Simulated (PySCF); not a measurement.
H₇Si₃, SMILES [SiH3][SiH][SiH3], multiplicity 2.

The structure is a stationary point at TPSSh-D3(BJ)/def2-SVP. The isomer is the one that the SMILES or the coordinates give; other isomers of the formula were not compared.

Computed with TDA-PBE0/def2-SVPD (PySCF).

Vertical excitations. The molecule is in vacuum.

Q: List the lowest excited states. (The exact figures need the calculation; the answer reports its results.)

A: 
```tsv
state	energy (eV)	λ (nm)	f	main pairs
root 1	3.53	351	0.004	β HOMO→LUMO 98 %
root 2	4.29	289	0.003	α HOMO→LUMO 59 %, β HOMO−1→LUMO 38 %
root 3	4.47	277	0.000	α HOMO→LUMO 34 %, β HOMO−1→LUMO 56 %
root 4	4.85	256	0.002	α HOMO→LUMO+1 90 %
root 5	4.92	252	0.021	α HOMO→LUMO+2 93 %
root 6	5.33	232	0.052	α HOMO→LUMO+4 92 %
root 7	5.35	232	0.041	α HOMO→LUMO+3 88 %
root 8	5.48	226	0.033	α HOMO→LUMO+5 88 %
root 9	5.78	215	0.029	β HOMO−2→LUMO 93 %
root 10	5.83	213	0.005	α HOMO−1→LUMO 6 %, β HOMO−3→LUMO 89 %
```
Unrestricted roots are not spin-pure.
